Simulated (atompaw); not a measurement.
Cutoff test, strontium (Sr), PAW (atompaw)

```json
{"Element": "strontium", "Generator": "atompaw 4.2.0.5", "Type": "PAW", "Functional": "PBE", "Relativity": "scalar-relativistic", "Frozen core": "[Ar] 3d10 4s2", "Valence charge": "8", "Reference configuration": "4p6 4d0 5s1 5p0 (charge +1)", "Partial waves": "5s (bound): rc 3.00 bohr; 5s channel at 0.5 Ry: rc 3.00 bohr; 4p (bound): rc 1.75 bohr; 5p (bound, empty): rc 2.25 bohr; 4d (bound, empty): rc 2.45 bohr; 4d channel at 0.2 Ry: rc 3.00 bohr", "Local potential": "troulliermartins scheme with l = 3 at 0 Ry, radius 2.00 bohr", "Core correction": "smooth core density matched at 1.70 bohr", "Augmentation charge": "besselshape compensation charge, radius 2.35 bohr; PAW radius 3.00 bohr; waves and projectors: custom rrkj vanderbiltortho"}
```

The pseudo-atom Hamiltonian at the reference potential is diagonalised in spherical Bessel functions j_l(qr) that vanish at 20 bohr, with q² up to the cutoff. All-electron valence levels (Ry): 5s -0.6136, 4p -2.1398, 5p -0.3986, 4d -0.4990.

Task: How do the lowest levels (Ry) of each channel move with the cutoff, and are there ghosts?

Result:

```tsv
cutoff (Ry)	s #1	s #2	p #1	p #2	d #1	d #2	f #1	Σ f·Δε (mRy)
8	-4.7465	-0.6135	-2.0323	-0.3691	-0.3961	-0.1366	-0.0820	645.4
10	-5.1100	-0.6136	-2.0750	-0.3770	-0.4665	-0.1499	-0.0821	389.1
15	-5.6674	-0.6136	-2.1239	-0.3918	-0.4978	-0.1539	-0.0822	96.1
18	-5.8562	-0.6136	-2.1326	-0.3956	-0.4989	-0.1540	-0.0822	43.9
25	-5.9382	-0.6136	-2.1394	-0.3985	-0.4990	-0.1540	-0.0822	2.8
30	-5.9586	-0.6136	-2.1397	-0.3985	-0.4990	-0.1540	-0.0822	1.0
40	-5.9670	-0.6136	-2.1398	-0.3986	-0.4991	-0.1540	-0.0822	0.7
45	-5.9670	-0.6136	-2.1398	-0.3986	-0.4991	-0.1540	-0.0822	0.4
400	-5.9678	-0.6136	-2.1399	-0.3986	-0.4991	-0.1540	-0.0822	0.0
```

Result: ghost state, extra bound levels that the all-electron valence spectrum of the same l lacks: s at -81.2 eV (a true bound ghost makes a file unfit for plane-wave use); 10 mRy is reached at 25 Ry and 1 mRy at 35 Ry.
